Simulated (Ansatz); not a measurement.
`[CH3][Ge]([Cl])([Cl])[Cl]` + H₂ → `[CH3][GeH]([Cl])[Cl]` + HCl at 298.15 K and 1 bar (hydrogenolysis of a Ge–Cl bond).

Gas-phase electronic energies from Ansatz, PBE0-D4/def2-TZVP geometries. CCSD(T)/CBS adds triple-zeta CCSD(T) − MP2 to the extrapolated MP2 energy (def2 sets, frozen cores). This one scheme is used for every species. For Ge outer-core shells are correlated without core-valence functions, which leaves a few kJ/mol of doubt a bond. Scalar relativity is left out up to krypton.

```json
{"species": "`[CH3][Ge]([Cl])([Cl])[Cl]`", "CCSD(T)/CBS energy (Eh)": "-3495.45170", "H − E (kJ/mol)": "131.1", "S (J/(mol·K))": "368.9"}
{"species": "H₂", "CCSD(T)/CBS energy (Eh)": "-1.17544", "H − E (kJ/mol)": "35.1", "S (J/(mol·K))": "130.4"}
{"species": "`[CH3][GeH]([Cl])[Cl]`", "CCSD(T)/CBS energy (Eh)": "-3036.22487", "H − E (kJ/mol)": "144.5", "S (J/(mol·K))": "346.1"}
{"species": "HCl", "CCSD(T)/CBS energy (Eh)": "-460.38127", "H − E (kJ/mol)": "26.6", "S (J/(mol·K))": "186.8"}
```

H − E and S are ideal-gas, rigid-rotor, harmonic terms from PBE0-D4/def2-TZVP. The MP2-based limit puts H₂ 0.8 mEh under its directly extrapolated value; such offsets cancel only in part. 1 Eh = 2625.50 kJ/mol, R = 8.31446 J/(mol·K).

**Question.** By hand: ΔE, ΔH, ΔS and ΔG.

**Answer.** ΔE = (-3036.22487) + (-460.38127) − (-3495.45170) − (-1.17544) = 0.02100 Eh = 55.1 kJ/mol. Δ(H − E) = 144.5 + 26.6 − 131.1 − 35.1 = 4.9, so ΔH = 60.0 kJ/mol. ΔS = 346.1 + 186.8 − 368.9 − 130.4 = 33.6 J/(mol·K). ΔG = 60.0 − 298.15 × (33.6)/1000 = 50.0 kJ/mol.

**Question.** By hand: the equilibrium constant, and the temperature at which ΔG would vanish if ΔH and ΔS stayed fixed.

**Answer.** log₁₀ K = −ΔG/(RT ln 10) = -8.8. ΔG = 0 at ΔH/ΔS = 1786 K.

ΔH outweighs TΔS. A doubt of 5 kJ/mol in ΔE shifts log₁₀ K by 0.9 here. These are equilibria of isolated gas molecules and say nothing of rates. Largest T1 diagnostic: 0.009 (customary marks: 0.02 for closed shells, 0.045 for open ones).
